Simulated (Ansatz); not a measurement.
`[OH][Zr]([OH])([F])[I]` and `[OH][Zr]([OH])([F])[F]` differ in one atom or group.

Ansatz, PBE0-D4/def2-TZVP geometries, multiplicity 1. Each molecule was computed in one conformer, which needn't be the lowest.

Elements past krypton have def2 core potentials.

| property | `[OH][Zr]([OH])([F])[I]` |
| --- | --- |
| HOMO energy (ωB97M-V/def2-TZVPP) / eV | -9.65 |
| LUMO energy (B3LYP/def2-TZVPP) / eV | -1.24 |
| HOMO–LUMO gap (PBE/def2-TZVPP) / eV | 4.59 |
| HOMO–LUMO gap (ωB97M-V/def2-TZVPP) / eV | 10.10 |
| HOMO energy (B3LYP/def2-TZVPP) / eV | -7.31 |
| LUMO energy (PBE0/def2-TZVPP) / eV | -1.01 |

Task: Give the same properties after the change, and the shifts. (Estimate.)

Result: Ansatz gave: 
| property | `[OH][Zr]([OH])([F])[F]` | shift |
| --- | --- | --- |
| HOMO energy (ωB97M-V/def2-TZVPP) / eV | -12.06 | -2.41 |
| LUMO energy (B3LYP/def2-TZVPP) / eV | -0.72 | 0.52 |
| HOMO–LUMO gap (PBE/def2-TZVPP) / eV | 6.84 | 2.25 |
| HOMO–LUMO gap (ωB97M-V/def2-TZVPP) / eV | 12.53 | 2.43 |
| HOMO energy (B3LYP/def2-TZVPP) / eV | -9.33 | -2.02 |
| LUMO energy (PBE0/def2-TZVPP) / eV | -0.39 | 0.62 |

With PBE0 the HOMO falls by 2.04 eV and the LUMO rises by 0.62 eV, so the gap widens by about 2.66 eV. PBE moves the HOMO by -1.46 eV and ωB97M-V by -2.41 eV.

B3LYP here is the variant with VWN-RPA as its local correlation; programs differ in this.

Spin–orbit coupling is left out; it splits and shifts lone-pair levels of the heavy atoms by tenths of an eV.
